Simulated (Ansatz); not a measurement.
Ansatz (a first-principles code) input (RI-MP2/aug-cc-pVQZ):
A basis named .json is the Basis Set Exchange file of that set.

Ansatz 0.2 input:
```yaml
crystal:
  periodic: [false, false, false]
  atoms:
    - {symbol: Ge, position_ang: [0.00169602, -0.21390905, 0.00025442]}
    - {symbol: O, position_ang: [0.01459083, -1.84025593, 0.00218880]}
    - {symbol: O, position_ang: [0.80149569, 1.35440922, 0.01824736]}
    - {symbol: O, position_ang: [-0.82287059, 1.34148290, -0.02145385]}
basis:
  gaussian:
    orbitals: aug-cc-pVQZ
    fitting: {mean_field: def2-universal-jkfit, correlation: aug-cc-pVQZ-RIFIT.json}
total_charge: -1
magnetization: {spin_polarized: true, initial_magnetization: 1}
correlation: {method: mp2, electrons: outside_noble_gas}
```

End of the output:

```
mean field: 1.23 GiB planned
mean field evaluation 1: about -62581.1052 eV, gradient 2.6e1 eV
mean field evaluation 2: about -62582.6087 eV, gradient 2.1e1 eV
mean field evaluation 4: about -62584.0125 eV, gradient 1.4e0 eV
mean field evaluation 8: about -62584.0750 eV, gradient 2.8e-1 eV
mean field evaluation 16: about -62584.3761 eV, gradient 3.2e-3 eV
mean field evaluation 32: about -62584.3761 eV, gradient 2.3e-6 eV
mean field evaluation 64: about -62584.4023 eV, gradient 6.2e0 eV
mean field evaluation 96: about -62583.6972 eV, gradient 1.1e-1 eV
mean field -62584.68670249 eV, -2299.9448148923 hartree, gradient 2.7e-6 eV, S^2 1.200095; 14 other end points of the search recorded, 0 dependent functions left out
17 core orbitals not correlated
766 factors; their error is unknown
reference -62584.68670249 eV, -2299.9448148923 hartree; 12, 11 occupied and 304, 305 virtual orbitals, 766 factors
second order -24.03277082 eV of doubles, -0.00000000 eV of singles
Total energy: -62608.71947331 eV, -2300.8280029298 hartree
```

This state (charge -1, doublet) is run at the relaxed geometry of the species with charge 0 and multiplicity 1.

The determinant is spin-contaminated: <S^2> is 1.20 against 0.75 for a pure state.
